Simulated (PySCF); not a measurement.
A geometry optimisation on `CBO[C@@H](C)F`.

Method: PBE0-D3(BJ)/def2-SVP geometry optimisation, gas phase (PySCF 2.14.0). Start geometry: GFN2-xTB. The input is one job of a driver script: a line of settings, then coordinates in Å.

Command:
```bash
OMP_NUM_THREADS=1 python probes_run.py task.json out
```

Input:
```
{"job": {"xc": "PBE0", "basis": "def2-SVP", "d3": "d3bj", "grid": 1, "shake": 0.01, "kind": "geom"}, "charge": 0, "multiplicity": 1}
C      2.216750    -0.445420     0.082550
B      1.293760     0.850760    -0.200280
O     -0.062340     0.874780    -0.138620
C     -0.836780    -0.176310     0.189370
C     -2.322780     0.179350    -0.094070
F     -0.548140    -1.283030    -0.566750
H      3.254090    -0.177220     0.222290
H      2.151450    -1.096070    -0.774370
H      1.856070    -0.982160     0.963380
H      1.748450     1.894100    -0.486780
H     -0.728290    -0.492720     1.250600
H     -2.604120     1.019540     0.556330
H     -2.450710     0.486760    -1.135720
H     -2.974560    -0.667430     0.124330
```

Output:
```
step   0  E = -318.50804923  max force = 0.053896
step   1  E = -318.51420595  max force = 0.004613
step   2  E = -318.51430536  max force = 0.004956
step   3  E = -318.51440156  max force = 0.002342
step   4  E = -318.51455580  max force = 0.001431
step   5  E = -318.51457880  max force = 0.000569
step   6  E = -318.51458709  max force = 0.000588
step   7  E = -318.51459088  max force = 0.000467
step   8  E = -318.51459903  max force = 0.000412
optimisation converged
```

Energies in Eh; «max force» is the largest Cartesian gradient component in Eh/bohr.

Question: How much energy does the optimisation release, in eV?

Answer: E(step 0) − E(last step) = 0.006550 Eh, which is 0.178 eV.

Summary of the converged run: final energy -318.51460 Eh after 8 steps; dipole 1.68 D.

Question: Give the final coordinates.

Answer: 0.192 Å rms from the input after alignment:
```
atom  x, y, z in Å
C1     2.1399   -0.3962    0.1878
B2     1.3061    0.8515   -0.2657
O3    -0.0570    0.8758   -0.3051
C4    -0.8433   -0.2169    0.0376
C5    -2.2923    0.1776    0.0081
F6    -0.6228   -1.2212   -0.8704
H7     3.1796   -0.1395    0.4326
H8     2.1609   -1.1136   -0.6519
H9     1.6962   -0.9413    1.0365
H10    1.8178    1.8858   -0.6354
H11   -0.5403   -0.6115    1.0249
H12   -2.4789    0.9788    0.7361
H13   -2.5471    0.5447   -0.9959
H14   -2.9267   -0.6853    0.2514
```

Hardware: an Arm Neoverse V1 with one thread, on a shared host. Cost: 45 s of wall time, 0.51 GiB resident at most.
Labels such as C1 count atoms from 1, the log's own numbers from 0.
